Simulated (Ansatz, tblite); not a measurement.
Spin states of Rb₃H₃⁻, each relaxed with PBE0-D4/def2-TZVPD in Ansatz. Electronic energies in the gas phase.

In the def2 sets Rb takes a core potential, while STO-3G treats all electrons; there is no spin–orbit coupling. The xTB rows come from tblite. B3LYP takes the VWN-RPA correlation. Correlated methods freeze no core orbitals; core or outer-core shells of Rb are correlated, in sets that lack core-valence functions. HOMO above LUMO, or a gap near zero within one spin, warns that the state may not be the lowest or that an electron is smeared out. In the quartet geometry the species has come apart into loosely held pieces. In the quartet, H5 and H6 lie 0.75 Å apart (atoms count from 1), so H2 has formed as a molecule. Another isomer (doublet) lies 0.28 eV lower at LDA (SPW92)/def2-TZVPD.

Doublet geometry (Cs within 0.1 Å):

```csv
atom,x (Å),y (Å),z (Å)
Rb1,0.7352,-1.7022,-1.1244
Rb2,-1.8100,0.0326,0.9514
Rb3,1.6737,2.8733,0.3887
H4,-1.6555,-2.3673,-0.1770
H5,1.3567,-0.1173,1.5805
H6,-0.3001,1.2807,-1.6192
```

Quartet geometry:

Cartesian coordinates in Å:
```
Rb 2.199 0.967 2.202
Rb -3.450 0.937 0.936
Rb 0.098 -2.891 -1.536
H -0.475 -0.586 0.856
H 0.580 0.641 -0.972
H 1.048 0.933 -1.487
```

⟨S²⟩: doublet 0.75 at PBE0-D4/def2-TZVPD (pure 0.75), quartet 3.75 at PBE0-D4/def2-TZVPD (pure 3.75).

Only these spin states were relaxed. The quartet has fallen apart into loose fragments. The quartet has other bonds than the doublet, so the gap mixes isomer and spin.

Estimate which spin state lies lowest at each of these levels, and by how much: GFN2-xTB; HF/STO-3G; HF/def2-TZVPD; LDA (SPW92)/def2-TZVPD; PBE-D4/def2-TZVPD; BLYP-D4/def2-TZVPD; r2SCAN-D4/def2-TZVPD; r2SCANh-D4/def2-TZVPD; B3LYP-D4/def2-TZVPD; PBE0-D4/def2-TZVPD; ωB97M-V/def2-TZVPD; RPA@PBE/def2-TZVPD; MP2/def2-TZVPD; CCSD/def2-TZVPD; CCSD(T)/def2-TZVPD.


```tsv
level	quartet − doublet (kJ/mol)	lowest of these	remarks
GFN2-xTB	470.9	doublet	–
HF/STO-3G	-111.5	quartet	HOMO above zero (doublet), HOMO above zero (quartet)
HF/def2-TZVPD	-96.8	quartet	–
LDA (SPW92)/def2-TZVPD	-18.7	quartet	HOMO above zero (doublet), HOMO above zero (quartet)
PBE-D4/def2-TZVPD	-173.0	quartet	HOMO above zero (doublet), HOMO above zero (quartet)
BLYP-D4/def2-TZVPD	-320.7	quartet	HOMO above zero (doublet), HOMO above zero (quartet), gap within one spin near zero (doublet)
r2SCAN-D4/def2-TZVPD	-49.8	quartet	HOMO above zero (doublet), HOMO above zero (quartet)
r2SCANh-D4/def2-TZVPD	-56.8	quartet	HOMO above zero (doublet)
B3LYP-D4/def2-TZVPD	-263.8	quartet	HOMO above zero (doublet)
PBE0-D4/def2-TZVPD	-160.0	quartet	HOMO above zero (doublet)
ωB97M-V/def2-TZVPD	13.9	doublet	–
RPA@PBE/def2-TZVPD	-51.5	quartet	–
MP2/def2-TZVPD	-57.4	quartet	–
CCSD/def2-TZVPD	-43.8	quartet	–
CCSD(T)/def2-TZVPD	-42.5	quartet	–
```

Change of the quartet − doublet gap on mixing in exact exchange, in kJ/mol: PBE to PBE0 (25 % exact exchange) 13.1; BLYP to B3LYP (20 % exact exchange) 57.0; r2SCAN to r2SCANh (10 % exact exchange) -7.0. The xTB methods have no term that favours high spin, so they put low spin too low.
